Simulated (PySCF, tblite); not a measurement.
Compound: C6H8FNSi2.
SMILES: `CC#C[Si@]1(C#N)C[Si@@H](F)C1`

Method: PBE0/pcSseg-1 in PySCF (dipole) on a GFN2-xTB geometry, gas phase.

Masses are those of the commonest isotopes; rigid-rotor values at the optimised geometry. 

What are A, B and C (MHz)?

Ia = 348.71, Ib = 935.74, Ic = 1163.32 u·Å²; 505379 MHz·u·Å²/I gives A = 1449, B = 540.1, C = 434.4 MHz.

Classify the top.

An asymmetric top: κ = (2 × 540.1 − 1449 − 434.4)/(1449 − 434.4) = -0.79.

What does the inertial defect say?

Not planar: Δ = Ic − Ia − Ib = -121.12 u·Å². For a rigid frame Δ = −2 Σ m c², so Σ m c² = 60.56 u·Å² lies off the ab plane: 17.50 from hydrogen and 43.06 from heavier atoms. The atom farthest from that plane is 2.01 Å away.

Give the coordinates in the principal-axis frame, origin at the centre of mass.

The sense of each axis is arbitrary; atoms in the order of the calculation.
```csv
atom,mass (u),a (Å),b (Å),c (Å)
C1,12.000,4.522,1.253,0.002
C2,12.000,3.164,0.764,0.000
C3,12.000,2.031,0.353,-0.002
Si4,27.977,0.303,-0.280,-0.001
C5,12.000,0.421,-2.147,-0.001
N6,14.003,0.501,-3.289,0.001
C7,12.000,-0.890,0.415,-1.340
Si8,27.977,-2.096,1.051,0.000
F9,18.998,-3.462,0.186,0.002
C10,12.000,-0.890,0.413,1.339
H11,1.008,4.556,2.260,0.417
H12,1.008,4.910,1.275,-1.016
H13,1.008,5.149,0.598,0.607
H14,1.008,-0.447,1.189,-1.961
H15,1.008,-1.312,-0.325,-2.015
H16,1.008,-2.545,2.430,-0.001
H17,1.008,-1.312,-0.331,2.010
H18,1.008,-0.447,1.184,1.963
```

Which types of transition are allowed, and where do some lines up to J = 4 fall?

The dipole components are |μa| = 2.75 D, |μb| = 5.14 D, |μc| = 0.00 D. The squared components, which scale the intensities, stand as 0.29 : 1.00 : 0.00 (a : b : c). Some lines, for components of 0.1 D or more:

| type | branch | J(Ka,Kc) | MHz | lower level (cm⁻¹) |
| --- | --- | --- | --- | --- |
| a | Q | 2(1,1) ← 2(1,2) | 317 | 0.124 |
| a | R | 2(0,2) ← 1(0,1) | 1940 | 0.033 |
| b | Q | 3(2,1) ← 3(1,2) | 2618 | 0.238 |
| b | Q | 2(2,0) ← 2(1,1) | 2736 | 0.135 |
| a | R | 3(2,2) ← 2(2,1) | 2924 | 0.226 |
| b | Q | 2(2,1) ← 2(1,2) | 3045 | 0.124 |
| a | R | 4(0,4) ← 3(0,3) | 3815 | 0.194 |
| b | Q | 4(4,1) ← 4(3,2) | 6720 | 0.615 |
| b | R | 4(3,1) ← 3(2,2) | 8733 | 0.323 |
| b | R | 4(4,1) ← 3(3,0) | 10633 | 0.484 |
| b | R | 4(4,0) ← 3(3,1) | 10634 | 0.484 |

Its lowest GFN2-xTB frequency is 8i cm⁻¹, too small to tell a flat minimum from a shallow saddle. No vibrational averaging or centrifugal distortion is included, and the geometry carries the error of its method. A rigid rotor knows nothing of internal rotation, which can split or shift real lines. Quadrupole hyperfine structure (14N) is left out.
